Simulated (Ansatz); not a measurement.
`C=C[SiH2][SiH3]` and `C=C[SiH2][S][AlH2]` differ in one atom or group.

Ansatz, PBE0-D4/def2-TZVP geometries, multiplicity 1. Each molecule was computed in one conformer, which needn't be the lowest.

```
                                          property  `C=C[SiH2][SiH3]`
  size of the dipole moment (B3LYP/def2-TZVPP) / D               0.79
                 LUMO energy (PBE/def2-TZVPP) / eV              -1.63
              HOMO–LUMO gap (PBE0/def2-TZVPP) / eV               6.98
           HOMO–LUMO gap (ωB97M-V/def2-TZVPP) / eV              11.06
size of the dipole moment (ωB97M-V/def2-TZVPP) / D               0.83
                LUMO energy (PBE0/def2-TZVPP) / eV              -0.66
```

What does the change do to each property? (Best estimate.)

Computed: 
```json
{"property": "size of the dipole moment (B3LYP/def2-TZVPP) / D", "`C=C[SiH2][S][AlH2]`": "1.33", "shift": "0.54"}
{"property": "LUMO energy (PBE/def2-TZVPP) / eV", "`C=C[SiH2][S][AlH2]`": "-2.23", "shift": "-0.60"}
{"property": "HOMO–LUMO gap (PBE0/def2-TZVPP) / eV", "`C=C[SiH2][S][AlH2]`": "6.27", "shift": "-0.71"}
{"property": "HOMO–LUMO gap (ωB97M-V/def2-TZVPP) / eV", "`C=C[SiH2][S][AlH2]`": "10.04", "shift": "-1.02"}
{"property": "size of the dipole moment (ωB97M-V/def2-TZVPP) / D", "`C=C[SiH2][S][AlH2]`": "1.35", "shift": "0.52"}
{"property": "LUMO energy (PBE0/def2-TZVPP) / eV", "`C=C[SiH2][S][AlH2]`": "-1.48", "shift": "-0.82"}
```

With PBE0 the HOMO falls by 0.12 eV and the LUMO falls by 0.82 eV, so the gap narrows by about 0.70 eV. PBE moves the HOMO by -0.03 eV and ωB97M-V by -0.20 eV. Dipoles are sizes alone; their direction can turn.

B3LYP here is the variant with VWN-RPA as its local correlation; programs differ in this.
